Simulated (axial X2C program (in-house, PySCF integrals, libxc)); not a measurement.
Spin–orbit effects down a group: molecules with Ag (ions), CCSD

Calculated with an in-house relativistic program for diatomic molecules, spin-free (one-electron X2C) or two-component (2c: spin–orbit coupling with atomic mean-field Coulomb and Gaunt terms, which also bring small scalar terms), in Dyall basis sets with cores contracted in-house; open shells are unrestricted.

Basis sets: Ag dyall-cv3z, H dyall-v3z, Li dyall-cv3z, Na dyall-cv3z. Frozen shells (counts by l): AgH⁺ Ag 4s3p1d, H none, 11 electrons correlated; LiAg⁺ Ag 4s3p1d, Li 1s, 11 electrons correlated; NaAg⁺ Ag 4s3p1d, Na 2s1p, 11 electrons correlated. Coupled cluster in natural virtuals with an MP2 remainder. Where the outer core of a metal is frozen, bonds come out longer and ionisation energies lower.

| molecule | spin-free state | Re (Å) | ωe (cm⁻¹) | De (eV) | 2c state | Re 2c (Å) | ωe 2c (cm⁻¹) | De 2c (eV) |
| --- | --- | --- | --- | --- | --- | --- | --- | --- |
| AgH⁺ | M_S = 1/2, Λ = 0 | 1.732 | 876.7 | 0.41 | Ω = 1/2 | 1.732 | 877.9 | 0.41 |
| LiAg⁺ | M_S = 1/2, Λ = 0 | 2.809 | 219.4 | 0.64 | Ω = 1/2 | 2.809 | 219.4 | 0.65 |
| NaAg⁺ | M_S = 1/2, Λ = 0 | 3.168 | 108.1 | 0.40 | Ω = 1/2 | 3.169 | 108.0 | 0.41 |

Problem. Work out the shifts from the spin-free to the two-component result.

Solution. 

```csv
molecule,2c state,ΔRe (Å),Δωe (cm⁻¹),ΔDe (eV)
AgH⁺,Ω = 1/2,0.000,noise,0.00
LiAg⁺,Ω = 1/2,0.000,0.0,0.01
NaAg⁺,Ω = 1/2,0.001,-0.1,0.01
```

Shifts of one unit in the last digit are rounding. Where the truncated virtual spaces of the two runs make Δωe unreliable it is marked noise.

Fragments in 2c: Ag+ + H, Ag + Li+, Ag + Na+. Each entry is the lowest single determinant of a limited PBE0 search at one distance. De goes to single-determinant-based atoms at the same level (for ions the charge split of lowest energy) and is withheld (n/a) where an atom does not fit its ground term or J level. Main or longest-lived isotopes.
